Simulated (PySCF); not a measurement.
Ba(Cl)2 cation (BaCl2), SMILES [Cl][Ba][Cl] (connectivity only; charge and spin as stated), charge +1, multiplicity 2.

Geometry optimised at B3LYP-D3(BJ)/def2-TZVP. The spin state was assumed, not searched. The isomer is the one that the SMILES or the coordinates give; other isomers of the formula were not compared. The def2 effective core potentials stand for the cores of Ba; spin–orbit coupling is left out.

All values below come from TDA-M06-2X/def2-SVPD (PySCF).

Vertical excitations. The molecule is in vacuum.

| state | energy (eV) | λ (nm) | f | main pairs |
|---|---|---|---|---|
| root 1 | 1.26 | 983 | 0.000 | β HOMO→LUMO 99 % |
| root 2 | 1.97 | 629 | 0.000 | β HOMO−2→LUMO 99 % |
| root 3 | 2.18 | 568 | 0.000 | β HOMO−3→LUMO 99 % |
| root 4 | 2.31 | 538 | 0.003 | β HOMO−4→LUMO 66 %, β HOMO−1→LUMO 33 % |
| root 5 | 3.92 | 316 | 0.269 | β HOMO−1→LUMO 57 %, β HOMO−4→LUMO 30 % |
| root 6 | 5.52 | 224 | 0.000 | α HOMO→LUMO 93 % |
| root 7 | 5.82 | 213 | 0.000 | β HOMO→LUMO+1 92 % |
| root 8 | 6.10 | 203 | 0.000 | α HOMO→LUMO+1 99 % |
| root 9 | 6.10 | 203 | 0.000 | α HOMO→LUMO+2 88 % |
| root 10 | 6.13 | 202 | 0.000 | α HOMO−1→LUMO 84 % |
Unrestricted roots are not spin-pure.
